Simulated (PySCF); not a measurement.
This PySCF input asks for the NMR shieldings of `C(=C)(C)B(C)[SiH3]`, C4H11BSi; the geometry comes from GFN2-xTB.

```python
import basis_set_exchange as bse
import numpy as np
from pyscf import gto, dft
from pyscf.prop import nmr

atoms = """
C    -1.313697    0.279584   -1.686780
C    -0.897933    0.031871   -0.442357
C    -1.869227   -0.529956    0.563134
B     0.590401    0.205179   -0.019201
C     1.399033    1.467396   -0.505317
Si    1.446640   -1.103923    1.176068
H    -2.324400    0.078629   -2.010803
H    -0.648205    0.659888   -2.444133
H    -2.876607   -0.586491    0.155266
H    -1.555411   -1.528110    0.866397
H    -1.888614    0.092056    1.457286
H     0.936487    2.016589   -1.323611
H     2.425658    1.234648   -0.786253
H     1.476518    2.164439    0.332261
H     1.118999   -0.853003    2.592414
H     1.055470   -2.505230    0.943111
H     2.917889   -1.111535    1.122606
"""
names = dict.fromkeys(["C", "B", "Si", "H"], "pcSseg-1")
basis = {el: gto.basis.parse(bse.get_basis(n, elements=[el], fmt="nwchem")) for el, n in names.items()}
mol = gto.M(atom=atoms, basis=basis, charge=0, verbose=0)
mf = dft.RKS(mol, xc="PBE0")
mf.grids.level = 2
mf.grids.alignment = dft.numint.BLKSIZE   # the property module wants whole blocks of grid points
mf.conv_tol = 1e-9
mf.kernel()

calc = nmr.RKS(mf)   # GIAO
C = mf.mo_coeff
Co = C[:, mf.mo_occ > 0]
resp = mf.gen_response(singlet=True, hermi=2)
def vind(x):   # induced exchange potential for any number of trial vectors
    d = np.einsum("pi,xij,qj->xpq", C, 2 * x.reshape(-1, C.shape[1], Co.shape[1]), Co, optimize=True)
    return np.einsum("xpq,pi,qj->xij", resp(d - d.transpose(0, 2, 1)), C, Co, optimize=True).ravel()
mo1, _ = nmr.rhf.solve_mo1(calc, with_cphf=vind)
sigma = calc.kernel(mo1)
for i, s in enumerate(sigma):   # ppm
    print("%2d %-2s %9.2f" % (i, mol.atom_pure_symbol(i), np.trace(s) / 3))
```

Q: What does it print?

A: 
```
 0 C      56.35
 1 C      17.70
 2 C     159.41
 3 B       3.67
 4 C     163.97
 5 Si    464.68
 6 H      25.86
 7 H      26.10
 8 H      29.75
 9 H      29.20
10 H      29.70
11 H      30.08
12 H      29.90
13 H      30.66
14 H      27.96
15 H      28.13
16 H      28.30
```

These numbers come from an equivalent density-fitted implementation of the same equations, which agrees with the script to about 0.01 ppm for H and up to a few tenths of a ppm for heavy atoms, so last digits may differ.

Size and cost of the density-fitted run: 164 basis functions, 22 s wall time on 1 thread of an Arm Neoverse V1, shared host; peak memory 0.75 GiB.
